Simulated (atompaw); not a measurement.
## u(r) = r·R(r): atom against pseudo-atom (sulfur (S))

Columns: radius, all-electron u(r) and pseudo u(r) of the 3p shell (level -7.15 eV) of sulfur in the configuration [He] 2s2 2p6 3s1.75 3p4.25; PBE, scalar-relativistic, PAW (atompaw) scheme, atompaw 4.2.0.5.

```
r (bohr)  all-electron   pseudo
   0.031       -0.0267  -0.0022
   0.062       -0.0835  -0.0087
   0.092       -0.1460  -0.0186
   0.123       -0.2065  -0.0320
   0.154       -0.2569  -0.0478
   0.185       -0.2945  -0.0649
   0.215       -0.3183  -0.0817
   0.246       -0.3302  -0.0981
   0.277       -0.3304  -0.1122
   0.308       -0.3204  -0.1231
   0.338       -0.3022  -0.1294
   0.369       -0.2763  -0.1309
   0.400       -0.2445  -0.1266
   0.431       -0.2080  -0.1161
   0.462       -0.1680  -0.0993
   0.492       -0.1267  -0.0774
   0.523       -0.0824  -0.0493
   0.554       -0.0371  -0.0163
   0.585        0.0087   0.0207
   0.615        0.0529   0.0592
   0.646        0.0981   0.1009
   0.677        0.1424   0.1434
   0.708        0.1857   0.1859
   0.738        0.2262   0.2263
   0.769        0.2666   0.2666
   0.800        0.3054   0.3054
```

(1) How many radial nodes do the two functions have?

(2) Is the pseudo-wave norm-conserving?

Answers

(1) The all-electron 3p function has n − l − 1 = 1; the pseudo-wave has 1, since 1 lower shell of the same l stays in the valence.

(2) No, it belongs to a PAW set: the norm inside the radius is not constrained, and the difference is carried by the augmentation charge.
